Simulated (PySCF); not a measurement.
# State search for K₂⁺

Unrestricted PBE0; PySCF, spin-free X2C with a Gaussian nucleus, basis sets K x2c-SVPall. Outer shells of the fragments: K+ closed shells only; K 4s1.

Followed along the bond (rough minima from three points):

```csv
2Ms+1,unpaired,⟨S²⟩ at the start,R at minimum (Å),Te (eV)
2,σ ↑,0.75,4.64,0.00
```

Solutions found at the starting distance of 3.990 Å, counted from the lowest of them; the search is not exhaustive and high or unbound solutions are not listed, so other states can lie among these:

```csv
2Ms+1,unpaired,term,E (eV),⟨S²⟩,⟨Lz²⟩
2,σ ↑,²Σ⁺,0.00,0.75,0.00
2,π ↑,²Π,2.07,0.75,1.00
2,δ ↑,²Δ,5.11,0.75,4.00
```

A term symbol is given only where ⟨S²⟩ and ⟨Lz²⟩ are close to those of a pure state; real π, δ and φ orbitals otherwise mix terms, and g/u labels are left off.

Counting both spins, an empty level lies below a filled one in some of these solutions, because spin and occupation are held.
